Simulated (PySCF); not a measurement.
**`InChI=1S/C4H5ClF2O/c5-2-1-8-3(2)4(6)7/h2-4H,1H2/t2-,3+/m0/s1`**

Geometry (Å), atoms numbered from 1 in this order:
```xyz
13

F     2.6846    0.1021   -0.1333
C     1.5511   -0.4533    0.3423
F     1.7245   -1.7924    0.2690
C     0.3599   -0.0343   -0.5229
O     0.0532    1.3480   -0.3865
C    -1.2331    1.0829    0.1808
C    -1.0365   -0.4233   -0.0105
Cl   -1.1183   -1.4002    1.4620
H     1.4437   -0.1666    1.3981
H     0.5746   -0.3128   -1.5614
H    -1.2927    1.4090    1.2217
H    -2.0386    1.5351   -0.4013
H    -1.6769   -0.8937   -0.7545
```

Level of theory: PySCF 2.14.0, GIAO PBE0/pcSseg-1 magnetisability, rotational g tensor and spin-rotation constants, non-relativistic, gas phase. Geometry: GFN2-xTB.

(1) How diamagnetic is it, and how anisotropic?

(2) Split it along the inertial axes a, b, c into diamagnetic and paramagnetic parts about the centre of mass, with the quadrupole moment.

(3) And the rotational g tensor?

## Answers

(1) Isotropic -1164 × 10⁻³⁰ J/T², or -70.1 × 10⁻⁶ cm³/mol; principal values -1290, -1196, -1008 × 10⁻³⁰ J/T², anisotropy 248 × 10⁻³⁰ J/T² (root of half the summed squared differences of the principal values). The susceptibility is in cgs units.

(2) 
```
axis  χ (10⁻⁶ cm³/mol)  diamagnetic (10⁻⁶ cm³/mol)  paramagnetic (10⁻⁶ cm³/mol)  summed x² of all electrons (Å²)  quadrupole Θ (D Å)
   a             -74.1                      -582.8                        508.8                            170.2               -3.27
   b             -73.4                      -832.8                        759.5                            111.3               -4.47
   c             -62.9                     -1194.0                       1131.1                             26.1               +7.74
```
Anisotropies 2χaa − χbb − χcc = -11.9 and 2χbb − χaa − χcc = -9.7 × 10⁻⁶ cm³/mol. Θ is traceless in Buckingham's convention.

(3) 
```tsv
axis	rotational constant (GHz)	g	nuclear part	electronic part
a	2.3262	-0.0203	0.5357	-0.5560
b	1.4760	-0.0129	0.5137	-0.5266
c	0.9889	-0.0168	0.5087	-0.5255
```
Asymmetric top; isotopes 12C, 35Cl, 19F, 1H, 16O; no vibrational averaging.
